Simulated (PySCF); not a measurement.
## Exercise with solution: dipole moment from atomic charges

Si(F)(OH)(SeH)2 (FH3OSe2Si), SMILES O[Si](F)([SeH])[SeH]. Atoms are numbered in the order given.

```xyz
8

O     -0.6554    -0.7430     1.9152
Si    -0.5447    -0.2968     0.3322
F     -1.9548    -0.6371    -0.3983
Se     1.1884    -1.4126    -0.5349
Se    -0.3087     1.9069    -0.0491
H     -1.3874    -0.3702     2.4210
H      0.9780    -2.5510     0.3667
H      0.9614     1.9453     0.6834
```
Charge 0, spin multiplicity 1.

Coordinates come from a ωB97X-D3(BJ)/def2-SVP optimisation. Other conformers were not sampled.

Charges (e) from B3LYP/def2-TZVP in PySCF:

```
atom  Mulliken  ESP fit
----  --------  -------
O1      -0.498   -0.621
Si2      0.665    0.411
F3      -0.310   -0.191
Se4     -0.202   -0.204
Se5     -0.219   -0.149
H6       0.324    0.441
H7       0.120    0.185
H8       0.120    0.128
```

The dipole moment of the full density is 1.65 D.

### Question
What dipole moment does each set of point charges give, and which comes closer to that of the density?

### Answer

μ = Σ q r, and 1 e Å = 4.8032 D.
Mulliken: Σ q r = (0.181, 0.045, 0.420) e Å, |μ| = 2.21 D.
ESP fit: Σ q r = (0.052, 0.079, 0.363) e Å, |μ| = 1.80 D.
ESP fit comes closer in size. Point charges leave out the atoms' own dipoles (lone pairs, polarised bonds); fits to the potential absorb them, partitions of the density don't.
